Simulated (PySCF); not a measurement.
C₆ coefficients of unlike pairs at PBE0

Calculated with PySCF 2.14 from the dipole response of each species, C₆(A,B) = (3/π) ∫ α_A(iu) α_B(iu) du, in atomic units, from isotropic polarisabilities. For ions this is the dispersion term alone; charge-induced terms of lower order in 1/R come first.

| species | configuration | basis | relativity | α (bohr³) | C₆ (like pair) |
| --- | --- | --- | --- | --- | --- |
| I | [Kr] 4d10 5s2 5p5 (2P) | x2c-TZVPPall with one added diffuse shell each of s, p, d, f type (9s7p5d3f) | spin-free X2C | 32.48 | 351.9 |
| Ir | [Xe] 4f14 5d7 6s2 (4F) | aug-cc-pVDZ-PP with ECP60MDF (5s5p4d2f) | core potential | 49.62 | 529.3 |
| Fe³⁺ | [Ar] 3d5 (6S) | aug-cc-pVTZ (8s7p5d3f2g) | none | 1.833 | 4.470 |
| Co | [Ar] 3d7 4s2 (4F) | dyall-av2z (16s12p7d2f) | none | 58.09 | 496.6 |

**Question.** Estimate C₆ for Fe³⁺ with Ir.

**Answer.** The integral gives 37.71. The combination rule 2 C_A C_B / (C_A α_B/α_A + C_B α_A/α_B) gives 33.66 and the geometric mean 48.64.

No spin-orbit coupling is included.

The other pairs:

| pair | C₆ |
| --- | --- |
| Co, Ir | 502.1 |
| Ir, I | 425.9 |
| Co, Fe³⁺ | 31.06 |
| Co, I | 391.3 |
| Fe³⁺, I | 32.89 |
